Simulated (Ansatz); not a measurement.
```
atom    x (Å)    y (Å)   z (Å)
  Sc   0.0000   0.0000  0.0000
   F   1.9679   0.0000  0.0000
   F  -0.9839   1.7043  0.0000
   F  -0.9839  -1.7043  0.0000
```

Basis set: cc-pVDZ (spherical functions). Frozen core: 8 orbitals. Charge 0, multiplicity 1.

Computed with Ansatz (development build ahead of 0.2.0); each method stands on the lowest determinant of its kind that the runs found. Restricted open shells among the atoms or ions are ROHF, correlated in semicanonical orbitals with singles.

The atomization energy at this shape (free ground-state atoms in the same class of orbitals less the molecule, no zero-point energy) of singlet ScF3:

```json
{"method": "RHF", "atomization energy": "13.92 eV"}
```

Question: What does RHF-MP2 give?

Answer: 19.22 eV. Caution: the shape is not the minimum.
